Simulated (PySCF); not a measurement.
## Fractional electron number in Pd⁺ (palladium, charge +1)

The 4d beta orbital of [Kr] 4d9 is emptied in steps (occupation f), with all orbitals relaxed, ending at [Kr] 4d8. All numbers are calculated (PySCF 2.14, scalar relativity by spin-free X2C-1e, in x2c-TZVPall (8s6p6d1f, 63 functions)). The exact energy is a straight line in f; departures are measured from the line between the end points of the same method.

```csv
f,UHF (eV),LDA (eV),PBE (eV)
1,0.000,0.000,0.000
0.75,0.377,-1.147,-1.112
0.5,0.479,-1.546,-1.496
0.25,0.344,-1.170,-1.131
0,0.000,0.000,0.000
```

Task: For UHF, how does the orbital energy at f = 1 compare with the removal energy?

Result: −ε = 19.547 eV against a total-energy difference of 17.437 eV. By Janak's theorem ε = ∂E/∂f, so the gap between them reflects the curvature. Along the path −ε is 18.368 (f = 0.75), 17.349 (f = 0.5), 16.461 (f = 0.25) eV.

| method | E(f=0) − E(f=1) (eV) | −ε at f=1 (eV) | −ε at f=0.5 (eV) |
| --- | --- | --- | --- |
| UHF | 17.437 | 19.547 | 17.349 |
| LDA | 20.318 | 14.274 | 20.255 |
| PBE | 19.822 | 13.954 | 19.772 |

Reference removal energy between the ground levels: 19.43 ± 0.12 eV (semi-empirical (NIST evaluation); NIST Atomic Spectra Database, ionization energies). The calculation has no spin-orbit coupling. The determinant left behind need not be the lowest term of the ion. UHF lacks correlation.
